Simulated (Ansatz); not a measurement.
(AgSH)2 ring (Ag₂H₂S₂), relaxed as a singlet with RKS PBE-D4/def2-SVP in Ansatz, starting from the GFN2-xTB geometry. Force threshold 0.02 eV/Å.

In the def2 sets Ag takes a core potential; there is no spin–orbit coupling.

Start:

Cartesian coordinates in Å:
```
Ag 0.982 -0.832 -0.555
S -0.857 0.296 -2.040
Ag -1.051 0.760 0.531
S 0.866 -0.258 1.999
H -0.126 1.381 -2.262
H 0.186 -1.347 2.326
```

| step | energy (eV) | largest force component (eV/Å) | SCF passes |
| --- | --- | --- | --- |
| 1 | -29688.3554 | 0.907 | 25 |
| 2 | -29688.4319 | 0.301 | 28 |
| 3 | -29688.4426 | 0.054 | 26 |
| 4 | -29688.4428 | 0.036 | 26 |
| 5 | -29688.4434 | 0.002 | 27 |

Force components are those of the run's own axes.

End:

```xyz
6

Ag    0.997   -0.784   -0.534
S    -0.848    0.252   -1.959
Ag   -1.001    0.781    0.533
S     0.849   -0.251    1.956
H    -0.142    1.375   -2.283
H     0.146   -1.373    2.287
```

By distances, no bond broke or formed. The bond that changes most is Ag1–S4, from 2.62 to 2.55 Å (atoms count from 1).

No frequencies were taken in this run, so the end may be a saddle point.

It took 6.5 s on 4 threads of Arm Neoverse V2 on a shared host.
